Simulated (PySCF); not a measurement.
AlH, SMILES [AlH] (connectivity only; charge and spin as stated), neutral, multiplicity 1. Coordinates come from a B3LYP-D3(BJ)/def2-TZVPD optimisation.

The numbers are results of B3LYP-D3(BJ)/def2-TZVPD in PySCF, not measurements.

Harmonic wavenumbers (cm⁻¹): 1636. Rotational constants (GHz): 188.3 (linear); symmetry number 1.

Task: Work out the zero-point energy and the ideal-gas rigid-rotor harmonic-oscillator thermochemistry at 298.15 K and 1 atm.

Result: ZPE = ½ Σ hcν = ½ × 1636 cm⁻¹ = 9.79 kJ/mol. H − E(el) = 18.47 kJ/mol. Entropy in J/(mol K): translation 150.30, rotation 37.38, vibration 0.03, total 187.71. G − E(el) = -37.50 kJ/mol. Cp = 29.29 J/(mol K).
